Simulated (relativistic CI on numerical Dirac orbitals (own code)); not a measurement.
# Level scheme of Zr15+

Method of calculation: Dirac-Coulomb-Breit CI, separate exchange-only KLI orbitals for each configuration, model QED (radiative potential, 1s self-energy scaled to tabulated hydrogen-like ionisation energies), unscaled Slater integrals (own radial code, finite nucleus).

Configurations in the expansion (outside the closed core [Ne]): 3s²3p⁶3d⁷, 3s²3p⁵3d⁸, 3s²3p⁴3d⁹, 3s3p⁶3d⁸, 3p⁶3d⁹, 3s²3p⁶3d⁶4s, 3s²3p⁶3d⁶4p, 3s3p⁵3d⁹, 3s²3p⁶3d⁶4d, 3s²3p⁶3d⁵4s², 3s²3p⁶3d⁶4f, 3s²3p⁶3d⁵4s4p, 3s²3p⁵3d⁷4s, 3s²3p⁶3d⁶5s, 3s²3p⁴3d⁸4s, 3s²3p⁶3d⁵4p², 3s²3p⁶3d⁶5p, 3s²3p⁶3d⁵4s4d, 3s²3p⁵3d⁷4p, 3s²3p⁴3d⁸4p, 3s²3p⁶3d⁶5d, 3s²3p⁶3d⁵4p4d, 3s²3p⁶3d⁶5f, 3s²3p⁴3d⁸4d, 3s²3p⁶3d⁶5g, 3s²3p⁵3d⁶4s², 3s3p⁵3d⁸4s, 3s²3p⁶3d⁶6s, 3s3p⁶3d⁷4s, 3s²3p⁶3d⁶6p, 3s3p⁵3d⁸4p, 3s²3p⁶3d⁶6d, 3s3p⁶3d⁷4p, 3p⁶3d⁸4s. Levels of other configurations are missing.

The lowest level is 3s²3p⁶3d⁷ ⁴F9/2, with 94 % of that term; Hund's rules for 3s²3p⁶3d⁷ give ⁴F with J = 9/2, in agreement.

```
No.  Configuration  Term     J  E (cm⁻¹)    %  Next component (%)                jj configuration (%)
  1      3s²3p⁶3d⁷    ⁴F   9/2         0   94                5 ²G                        3d5/2^3 (70)
  2      3s²3p⁶3d⁷    ⁴F   7/2     15855   98                1 ²G                3d3/2^3 3d5/2^4 (88)
  3      3s²3p⁶3d⁷    ⁴F   5/2     23875   93                6 ²D                3d3/2^2 3d5/2^5 (52)
  4      3s²3p⁶3d⁷    ⁴F   3/2     28520   87               10 ²D                3d3/2^3 3d5/2^4 (39)
  5      3s²3p⁶3d⁷    ⁴P   3/2     48240   49               44 ²P                        3d5/2^3 (64)
  6      3s²3p⁶3d⁷    ⁴P   5/2     54281   91                7 ²D                3d3/2^3 3d5/2^4 (54)
  7      3s²3p⁶3d⁷    ²G   9/2     57233   79               15 ²H                3d3/2^3 3d5/2^4 (59)
  8      3s²3p⁶3d⁷    ⁴P   1/2     61886   72               27 ²P                3d3/2^3 3d5/2^4 (93)
  9      3s²3p⁶3d⁷    ²G   7/2     71344   96                2 ²F                3d3/2^3 3d5/2^4 (57)
 10      3s²3p⁶3d⁷    ⁴P   3/2     75764   44               26 ²P                3d3/2^2 3d5/2^5 (64)
 11      3s²3p⁶3d⁷    ²H  11/2     79177  100                                   3d3/2^3 3d5/2^4 (100)
 12      3s²3p⁶3d⁷    ²D   5/2     80353   87                8 ⁴P                3d3/2^2 3d5/2^5 (47)
 13      3s²3p⁶3d⁷    ²P   1/2     86283   72               28 ⁴P                3d3/2^2 3d5/2^5 (93)
 14      3s²3p⁶3d⁷    ²H   9/2     95172   84               15 ²G                3d3/2^2 3d5/2^5 (86)
 15      3s²3p⁶3d⁷    ²D   3/2    106191   62               27 ²P                  3d3/2 3d5/2^6 (72)
 16      3s²3p⁶3d⁷    ²F   5/2    121243   95                4 ²D                3d3/2^3 3d5/2^4 (68)
 17      3s²3p⁶3d⁷    ²F   7/2    129159   97                2 ²G                3d3/2^3 3d5/2^4 (55)
 18      3s²3p⁶3d⁷    ²D   3/2    181729   99                                    3d3/2^3 3d5/2^4 (84)
 19      3s²3p⁶3d⁷    ²D   5/2    190902   95                4 ²F                3d3/2^2 3d5/2^5 (77)
 20     3p⁵3d⁸(3F)   ⁴G°  11/2   1102653  100                                    3p3/2^3 3d5/2^4 (84)
 21     3p⁵3d⁸(1D)   ²F°   7/2   1137336   67              24 ⁴G°                3p3/2^3 3d5/2^4 (64)
 22     3p⁵3d⁸(3F)   ⁴G°   9/2   1137832   89               9 ⁴F°        3p3/2^3 3d3/2^3 3d5/2^5 (85)
 23     3p⁵3d⁸(1D)   ²D°   5/2   1142478   52              32 ²F°                3p3/2^3 3d5/2^4 (80)
 24     3p⁵3d⁸(3F)   ⁴G°   7/2   1176088   40              30 ⁴D°        3p3/2^3 3d3/2^3 3d5/2^5 (49)
 25     3p⁵3d⁸(3F)   ⁴G°   5/2   1178955   37              25 ²D°        3p3/2^3 3d3/2^3 3d5/2^5 (50)
 26     3p⁵3d⁸(3F)   ²D°   3/2   1182033   77              17 ⁴D°        3p3/2^3 3d3/2^3 3d5/2^5 (59)
 27     3p⁵3d⁸(3F)   ⁴F°   9/2   1191641   55              38 ²G°                3p3/2^3 3d5/2^4 (92)
 28     3p⁵3d⁸(3P)   ²S°   1/2   1191896   73              23 ⁴P°        3p3/2^3 3d3/2^3 3d5/2^5 (49)
 29     3p⁵3d⁸(3P)   ⁴D°   7/2   1202095   63              19 ²F°        3p3/2^3 3d3/2^3 3d5/2^5 (38)
 30     3p⁵3d⁸(3P)   ⁴D°   5/2   1204410   48              30 ⁴P°        3p3/2^3 3d3/2^3 3d5/2^5 (83)
 31     3p⁵3d⁸(3F)   ⁴F°   7/2   1219512   44              31 ²G°        3p3/2^3 3d3/2^3 3d5/2^5 (62)
 32     3p⁵3d⁸(3P)   ⁴P°   5/2   1222023   41              32 ⁴F°        3p3/2^3 3d3/2^3 3d5/2^5 (52)
 33     3p⁵3d⁸(3F)   ⁴D°   3/2   1223969   42              30 ⁴F°        3p3/2^3 3d3/2^2 3d5/2^6 (55)
 34     3p⁵3d⁸(3F)   ⁴D°   1/2   1235082   93               5 ²P°        3p3/2^3 3d3/2^3 3d5/2^5 (49)
 35     3p⁵3d⁸(3P)   ⁴P°   3/2   1237653   42              28 ⁴F°        3p3/2^3 3d3/2^3 3d5/2^5 (43)
 36     3p⁵3d⁸(1G)   ²G°   9/2   1248719   46              32 ⁴F°        3p3/2^3 3d3/2^3 3d5/2^5 (70)
 37     3p⁵3d⁸(1G)   ²H°  11/2   1252980   99                            3p3/2^3 3d3/2^3 3d5/2^5 (84)
 38     3p⁵3d⁸(1G)   ²G°   7/2   1255156   49              18 ²F°        3p3/2^3 3d3/2^3 3d5/2^5 (59)
 39     3p⁵3d⁸(3F)   ⁴G°   5/2   1259790   40              22 ⁴F°  3p1/2 3p3/2^4 3d3/2^2 3d5/2^6 (43)
 40     3p⁵3d⁸(1D)   ²P°   1/2   1262719   75              17 ⁴D°                3p3/2^3 3d5/2^4 (40)
 41     3p⁵3d⁸(3F)   ⁴D°   3/2   1266506   36              23 ²D°        3p3/2^3 3d3/2^3 3d5/2^5 (48)
 42     3p⁵3d⁸(3P)   ⁴D°   5/2   1277873   69              17 ²D°                3p3/2^3 3d5/2^4 (40)
 43     3p⁵3d⁸(1G)   ²F°   5/2   1288002   31              27 ²D°  3p1/2 3p3/2^4 3d3/2^2 3d5/2^6 (31)
 44     3p⁵3d⁸(3P)   ⁴D°   3/2   1288384   49              22 ²P°        3p3/2^3 3d3/2^3 3d5/2^5 (63)
 45     3p⁵3d⁸(3F)   ⁴D°   7/2   1298536   55              22 ⁴F°                3p3/2^3 3d5/2^4 (40)
```

Energies count from the lowest computed level; ° marks odd parity. Percentages are summed over parent terms; the parents shown are those of the largest component, closed shells are left out there. Filled j subshells are mostly left out of the jj labels.

The mean weight of the leading LS term, summed over parents, in these 45 levels is 69 %, and that of the leading jj configuration (from the same eigenvectors) 63 %.

At this charge energies of transitions that change n are usually good to better than 1 %, and those within a shell (Δn = 0) to a few per cent. Terms inside the open d or f shell come out 10 to 20 % too wide with unscaled integrals.

Landé's interval rule says that E(J) − E(J−1) = AJ with one A. For the ground term the intervals give A = -1858.1, -2291.5, -3523.2 cm⁻¹ for J = 5/2, 7/2, 9/2; the multiplet is inverted.

LS names give the leading component of a level, which can be under half, so a name can repeat, a term be missing and a line seem to break the LS rules.
